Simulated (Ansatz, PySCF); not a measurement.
Species: C2H6FSi (charge -1, singlet). It need not be the lowest isomer of its formula. Whether it binds its extra electron was not tested at this geometry. 
Geometry from a B3LYP-D3(BJ)/def2-TZVP (Ansatz, a quantum-chemistry and plane-wave program) optimisation:
SMILES: F[Si-](C)C
```xyz
10

Si    -0.1166     0.1702    -0.6291
C      1.2993    -1.0652    -0.0743
C     -1.4799    -0.5486     0.5807
F      0.3603     1.4847     0.3578
H      1.0699    -2.0822    -0.4188
H      2.2671    -0.7881    -0.5073
H      1.4114    -1.0922     1.0193
H     -2.3804     0.0758     0.5881
H     -1.7842    -1.5516     0.2539
H     -1.1098    -0.6235     1.6135
```
Charge -1, spin multiplicity 1.

Total electronic energies in hartree. Correlated levels leave the core frozen unless marked. Spin-orbit coupling is left out. Non-relativistic. CBS(X,Y): correlation extrapolated as X^-3; Hartree-Fock from the larger set. The bracket is a focal-point correction in the basis named.

| level | program | energy (Eh) |
|---|---|---|
| HF/cc-pV(D+d)Z | Ansatz | -467.64233 |
| RI-HF/aug-cc-pV(T+d)Z | Ansatz | -467.73106 |
| RI-HF/cc-pV(Q+d)Z | Ansatz | -467.74270 |
| B3LYP/def2-TZVPD | Ansatz | -469.34916 |
| BHLYP-D3(BJ)/def2-TZVPD | Ansatz + dftd3 | -469.23492 |
| BHLYP-D4/def2-TZVPD | Ansatz + dftd4 | -469.23454 |
| BHLYP/def2-TZVPD | Ansatz | -469.22507 |
| TPSSh-D4/def2-TZVPD | PySCF + dftd4 | ? |
| M06-2X/def2-TZVPD | PySCF | -469.22066 |
| CAM-B3LYP/def2-TZVPD | Ansatz | -469.25588 |
| B2GP-PLYP/def2-TZVPD | Ansatz | -468.98810 |
| B2PLYP-D4/def2-TZVPD | Ansatz + dftd4 | -469.06794 |
| B2PLYP/def2-TZVPD | Ansatz | -469.06236 |
| RPA@PBE/cc-pV(Q+d)Z | Ansatz | ? |
| MP2/STO-3G | Ansatz | -461.94346 |
| MP2/cc-pVTZ | Ansatz | -468.46517 |
| RI-MP2/cc-pV(Q+d)Z | Ansatz | -468.54711 |
| SCS-MP2/STO-3G | Ansatz | -461.96059 |
| SCS-MP2/aug-cc-pV(D+d)Z | Ansatz | -468.29615 |
| CCSD/aug-cc-pV(T+d)Z | Ansatz | -468.53389 |
| CCSD/cc-pwCVTZ | Ansatz | -468.51918 |
| CCSD(T)/aug-cc-pV(D+d)Z | Ansatz | -468.36928 |
| RI-MP2/CBS(aug-cc-pV(T+d)Z,aug-cc-pV(Q+d)Z)+[CCSD(T)-MP2]/aug-cc-pV(T+d)Z | Ansatz | -468.6617 |

Problem. Some entries are withheld; supply them.

Solution. 
- TPSSh-D4/def2-TZVPD, energy (Eh): -469.34791
- RPA@PBE/cc-pV(Q+d)Z, energy (Eh): -469.03331
